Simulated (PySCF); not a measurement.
An unknown is described by computed data only.

Formula: CH6N2Si.

* Rotational structure: rotational constants A, B, C: 17.114, 3.306, 3.086 GHz [PBE0-D3(BJ)/def2-SVP]
* 1H NMR: chemical shifts (computed TMS as zero) by class: 8.42 (1 H), 8.36 (1 H), 4.77 (2 H), 0.85 (2 H) ppm [GIAO PBE0/pcSseg-1]
* Valence photoelectron: vertical ionisation energy: 9.25 eV [ΔSCF CAM-B3LYP/def2-SVPD]
* 13C NMR: chemical shifts (computed TMS as zero) by class: 171.1 (1 C) ppm [GIAO PBE0/pcSseg-1]
* Dipole: 1.40 D [CAM-B3LYP/def2-SVPD]
* XPS: Si2p3/2 107.0, C1s 292.0, N1s 404.3, N1s 404.8, Si1s 1847.0 eV [ΔSCF SCAN, pcX-2 on the ionised atom, pcseg-1 elsewhere, spin-free X2C, 2p3/2 from a spin–orbit splitting computed afterwards within the 2p shell]
* NMR, other nuclei: isotropic shieldings of nuclei other than C and H, by class: -177 (1 N), 244 (1 N), 376 (1 Si) ppm [GIAO PBE0/pcSseg-1]
* Triplet: lowest triplet excitation (Tamm–Dancoff): 3.45 eV [TDA CAM-B3LYP/def2-SVPD]
* Polarisability: 55.9 au [CAM-B3LYP/def2-SVPD]

The electronic properties come from PySCF, for the isolated species, density fitting. Levels stand in brackets. The structure is a single PBE0-D3(BJ)/def2-SVP conformer in the gas phase; no vibrational or solvent corrections. Each NMR value is the plain mean over a class of atoms that symmetry, rotation or inversion makes alike.

**Question.** Give a SMILES that accounts for the data.

**Answer.** Numbering: `[CH2:1]=[N:2][SiH2:3][NH2:4]`. Its formula, CH6N2Si, gives 1 degree of unsaturation: 0 rings and 1 π bond in the structure found. The one carbon: C=N carbon [C1] (171.1 ppm). Hydrogen classes from least to most shielded: 1 H on a C=N carbon, C1 (8.42 ppm), 1 H on a C=N carbon, C1 (8.36 ppm), 2 H on an SiH2 silicon, Si3 (4.77 ppm), 2 H on a silicon-bound nitrogen, N4 (0.85 ppm). The other shieldings belong to: -177 ppm, C=N nitrogen [N2]; 244 ppm, silicon-bound nitrogen [N4]; 376 ppm, SiH2 silicon [Si3]. The core levels belong to: Si2p3/2 107.0 eV, SiH2 silicon [Si3]; C1s 292.0 eV, C=N carbon [C1]; N1s 404.3 eV, C=N nitrogen [N2]; N1s 404.8 eV, silicon-bound nitrogen [N4]; Si1s 1847.0 eV, SiH2 silicon [Si3]. The hole state at 292.0 eV has ⟨S²⟩ = 0.84 against 0.75, so that value is less sure. The first electron is taken from the HOMO, whose largest Löwdin shares are 0.55 on the C=N nitrogen, 0.15 on the C=N carbon, 0.10 on the SiH2 silicon and 0.06 on a hydrogen on a C=N carbon. The optimised geometry has point group C1 and is an asymmetric top. Structure: `C=N[SiH2]N`. The assignments are read from this structure; whether some other isomer fits the data as well wasn't checked.

Shape of the structure used: `[CH2:1]=[N:2][SiH2:3][NH2:4]`: C1–N2–Si3–N4 -125°, H–N4–Si3–N2 77°, H–N4–Si3–N2 -64°.
